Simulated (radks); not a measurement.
Coherent X-ray form factor from a spherical all-electron density. Calculated with a radial shooting solver on a logarithmic mesh with Libxc functionals: scalar-relativistic Kohn-Sham, PBE, spin-polarised, spherical densities, point nucleus.

| sin(theta)/lambda (1/angstrom) | f0 (electrons) |
|---|---|
| 0.05 | 31.690 |
| 0.1 | 30.812 |
| 0.15 | 29.502 |
| 0.2 | 27.933 |
| 0.25 | 26.265 |
| 0.3 | 24.613 |
| 0.4 | 21.571 |
| 0.5 | 18.916 |
| 0.6 | 16.559 |
| 0.8 | 12.606 |
| 1 | 9.749 |
| 1.25 | 7.574 |
| 1.5 | 6.385 |
| 2 | 5.056 |

The species is in the configuration that NIST lists as its ground one. Which atom or ion scatters so?

Answer. The krypton ion Kr4+, [Ar] 3d10 4s2 4p2. Extrapolating in s^2 from the first two rows gives f0(0) = 32.0, near the electron count 32; among species with that count, the fall with angle is slower the higher Z, and the table is that of Z = 36; from so few rows the species is fixed only to a neighbour or two.
